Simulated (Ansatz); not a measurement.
Harmonic frequencies (cm⁻¹) at PBE0-D4/def2-TZVP from Ansatz: 53, 123, 264, 321, 376, 428, 525, 619, 862, 957, 964, 1012, 1177, 1238, 1318, 1436, 1770, 2394, 3069, 3125, 3537.

Each molecule was computed in one conformer, which needn't be the lowest.

Q: Which molecule is it?
A. `N#CCC(=N)I`
B. `[SiH3][BH][GeH2][Cl]`
C. `[GeH3]/[N]=C1\O[SiH2]1`
D. `OC1(O)C=N1`

A: A.
